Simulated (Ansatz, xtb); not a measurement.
## C4H9NO2: which of two isomers lies lower

We compare I, `CO[C@@]1(N)CCO1`, a singlet, with II, `CO[C@@H]1C[C@H](N)O1`, a singlet. Both are isolated molecules in the gas phase, relaxed with r2SCAN-D4/def2-SVP; each stands in its lowest conformer found.

Quicker runs give these differences E(II) − E(I): GFN2-xTB +0.74 kcal/mol; HF/STO-3G +0.02 kcal/mol (at GFN2-xTB geometries); r2SCAN-D4/def2-SVP//GFN2-xTB −1.66 kcal/mol.

Task: Which of the two would you expect CCSD(T)/def2-SVP + ΔMP2/def2-TZVPP electronic energies to favour?

Result: CCSD(T)/def2-SVP + ΔMP2/def2-TZVPP gives E(II) − E(I) = −1.38 kcal/mol, favouring structure II, but this leans on the basis-set step: CCSD(T) alone gives −0.50 kcal/mol.

Level by level:

| level | geometry | E(II) − E(I) (kcal/mol) | departure from the last row (kcal/mol) | job, with rough time for the two |
| --- | --- | --- | --- | --- |
| GFN2-xTB | GFN2-xTB | +0.74 | +2.11 | optimisation, 0.23 s |
| HF/STO-3G | GFN2-xTB | +0.02 | +1.40 | single point, 0.56 s |
| r2SCAN-D4/def2-SVP//GFN2-xTB | GFN2-xTB | −1.66 | −0.28 | single point, 3.7 s |
| r2SCAN-D4/def2-SVP | r2SCAN-D4/def2-SVP | −1.05 | +0.33 | optimisation, 67 s |
| HF/def2-SVP | r2SCAN-D4/def2-SVP | −1.06 | +0.31 | part of the CCSD(T) run |
| MP2/def2-SVP | r2SCAN-D4/def2-SVP | −0.48 | +0.90 | part of the CCSD(T) run |
| CCSD(T)/def2-SVP | r2SCAN-D4/def2-SVP | −0.50 | +0.87 | single point |
| CCSD(T)/def2-SVP + ΔMP2/def2-TZVPP | r2SCAN-D4/def2-SVP | −1.38 |  | single point, 1.7 min |

As drawn, both hold the same kinds of bond in the same numbers.

GFN2-xTB puts the two in the other order. HF/STO-3G, MP2/def2-SVP find them nearly level. The largest departure from CCSD(T)/def2-SVP + ΔMP2/def2-TZVPP is that of GFN2-xTB, 2.11 kcal/mol. The last row adds to CCSD(T) the change of the MP2 difference between the two basis sets, here −0.87 kcal/mol.

With thermal terms from frequencies at re-optimised GFN2-xTB minima (ideal gas, soft modes damped towards free rotors, one conformer each, 298.15 K, 1 atm): on the last row, ΔE + ΔZPE = −0.97, ΔH = −1.11, ΔG = −0.95 kcal/mol.

The correlated steps freeze 7 core orbitals. Programs: Ansatz 0.2.0, xtb 6.7.1; the last row on 2 threads of Intel(R) Xeon(R) Platinum 8488C (Sapphire Rapids) on a shared host.
